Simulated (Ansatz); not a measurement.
System: sum formula WO2F, net charge 1, singlet state. SMILES: [O]=[W+](=[O])[F]
Coordinates optimised at B3LYP-D3(BJ)/def2-TZVP (Ansatz, a quantum-chemistry and plane-wave program):
```
W
O 1 1.6790
O 1 1.6790 2 103.86
F 1 1.8189 2 105.96 3 111.42
```
Charge +1, spin multiplicity 1.

Property: vertical electron affinity (to the doublet state of charge +0; a negative value means that the extra electron is unbound and the number depends on the basis; each state is the SCF solution reached for its spin; for the singlet the Hartree-Fock reference is unstable and T1 is 0.030), in eV. Cores are frozen in the correlated levels unless marked. Open shells are spin-unrestricted. Spin-orbit coupling is left out. The frozen core is the preceding noble-gas configuration, with the filled d and f shells of earlier blocks. Past Kr the def2 sets carry scalar-relativistic core potentials. CBS marks a two-point X^-3 extrapolation of the correlation energy; Hartree-Fock from the larger set.

| level | program | vertical electron affinity (eV) |
|---|---|---|
| HF/def2-SVPD | Ansatz | 9.69 |
| HF/def2-TZVPPD | Ansatz | 9.66 |
| HF/def2-QZVPPD | Ansatz | 9.65 |
| SVWN5/def2-TZVPD | Ansatz | 9.20 |
| PBE/def2-TZVPD | Ansatz | 9.03 |
| r2SCAN/def2-TZVPD | Ansatz | 9.27 |
| B3LYP/def2-TZVPD | Ansatz | 9.40 |
| PBE0/def2-TZVPD | Ansatz | 9.37 |
| BHLYP/def2-TZVPD | Ansatz | 9.64 |
| CAM-B3LYP/def2-TZVPD | Ansatz | 9.57 |
| wB97X-V/def2-TZVPD | Ansatz | 9.38 |
| wB97X/def2-TZVPD | Ansatz | 9.32 |
| B2PLYP/def2-TZVPD | Ansatz | 9.01 |
| MP2/def2-SVPD | Ansatz | 8.49 |
| RI-MP2/def2-TZVPPD | Ansatz | 8.60 |
| RI-MP2/def2-QZVPPD | Ansatz | 8.64 |
| RI-MP2/CBS(def2-TZVPPD,def2-QZVPPD) | Ansatz | 8.67 |
| SCS-MP2/def2-SVPD | Ansatz | 8.53 |
| CCSD/def2-SVPD | Ansatz | 9.22 |
| CCSD(T)/def2-SVPD | Ansatz | 9.05 |
